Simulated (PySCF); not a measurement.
SMILES FC(F)(F)C[Si](Cl)(Cl)Cl (C2H2Cl3F3Si), GFN2-xTB optimised geometry.

```
11

F      0.60    -0.32     2.36
C      0.96     0.21     1.18
F      2.30     0.15     1.13
F      0.64     1.51     1.24
C      0.33    -0.49     0.00
Si    -1.60    -0.49     0.00
Cl    -2.30     1.39     0.00
Cl    -2.11    -1.43    -1.71
Cl    -2.28    -1.52     1.58
H      0.71    -1.51     0.00
H      0.71     0.00    -0.90
```

Density from PySCF 2.14.0 with CAM-B3LYP/def2-TZVP at that geometry.

Minimum of the electron density along straight lines between bonded atoms, close to the bond critical point (lines longer than 1.1 times the sum of covalent radii, or with two minima, are not listed):

| bond | length / Å | ρ at the minimum / e bohr⁻³ | ∇²ρ there / e bohr⁻⁵ | position (fraction from the first atom) |
|---|---|---|---|---|
| F1–C2 | 1.341 | 0.286 | -0.52 | 0.66 |
| C2–F3 | 1.344 | 0.285 | -0.53 | 0.34 |
| C2–F4 | 1.341 | 0.286 | -0.53 | 0.34 |
| C2–C5 | 1.507 | 0.269 | -0.73 | 0.54 |
| C5–Si6 | 1.927 | 0.119 | 0.08 | 0.61 |
| Si6–Cl7 | 2.006 | 0.111 | 0.26 | 0.37 |
| Si6–Cl8 | 2.018 | 0.109 | 0.24 | 0.37 |
| Si6–Cl9 | 2.007 | 0.111 | 0.26 | 0.37 |
| C5–H10 | 1.091 | 0.277 | -0.95 | 0.65 |
| C5–H11 | 1.091 | 0.277 | -0.95 | 0.65 |
